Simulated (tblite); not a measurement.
C4H11FO2Si.
Atom-mapped SMILES: `[CH3:1][O:2][SiH:3]([O:4][CH3:5])[C@H:6]([CH3:7])[F:8]` (hydrogens: H9, H10, H11 on C1; H12 on Si3; H13, H14, H15 on C5; H16 on C6; H17, H18, H19 on C7)

A start from a force field or distance geometry was refined with GFN2-xTB geometry optimisation, gas phase in tblite 0.8.0. Values at the start:

```tsv
coordinate	start
C1–O2	1.375 Å
C1–H9	1.110 Å
O2–Si3	1.715 Å
Si3–O4	1.713 Å
Si3–C6	1.861 Å
Si3–H12	1.464 Å
O4–C5	1.408 Å
C5–H13	1.103 Å
C6–C7	1.512 Å
C6–F8	1.383 Å
C6–H16	1.102 Å
C7–H17	1.111 Å
C1–O2–Si3	114.1°
O2–Si3–O4	107.0°
O2–Si3–C6	108.2°
Si3–O4–C5	107.0°
Si3–C6–C7	109.8°
Si3–C6–F8	109.3°
O4–Si3–C6	110.7°
C7–C6–F8	112.3°
```

Q: How do these coordinates change at the GFN2-xTB level?

A: 
```
coordinate  GFN2-xTB (Å or °)  change
    Si3–O4              1.613  -0.100
    O2–Si3              1.621  -0.094
    Si3–C6              1.916  +0.055
     C1–O2              1.403  +0.028
    C7–H17              1.085  -0.026
     C1–H9              1.090  -0.020
     C6–F8              1.402  +0.019
    C5–H13              1.090  -0.013
     O4–C5              1.401  -0.007
     C6–C7              1.518  +0.006
    C6–H16              1.097  -0.005
   Si3–H12              1.465  +0.001
 Si3–O4–C5              127.9   +20.9
 C1–O2–Si3              129.7   +15.6
 O4–Si3–C6              103.1    -7.6
 Si3–C6–C7              115.0    +5.2
 O2–Si3–C6              112.3    +4.1
  C7–C6–F8              108.4    -3.9
 Si3–C6–F8              107.5    -1.8
 O2–Si3–O4              107.3    +0.3
```

The energy falls by 25.1 kcal/mol over 196 L-BFGS steps, the largest force on an atom goes from 2.95 to 0.009 eV/Å, and the atoms move by 0.919 Å rms after alignment. The bond that changes most is Si3–O4 (oxygen-bound silicon to silyl ether oxygen), which shortens by 0.100 Å. Bonds longer at the end by more than 0.005 Å: 4 of 18; shorter: 12. Among the dihedrals that turn most is O4–Si3–C6–C7, from 8° to -63°. Rotational constants go from 1861, 1305, 933.5 to 1855, 1402, 844.6 MHz.

Its GFN2-xTB frequencies are all real (lowest 39 cm⁻¹). The numbers are those of one conformer. 3 starts were optimised and ended at 0.00, 0.29 and 2.97 kcal/mol (GFN2-xTB); the lowest of these is shown.

The numbers are calculated, not measured.
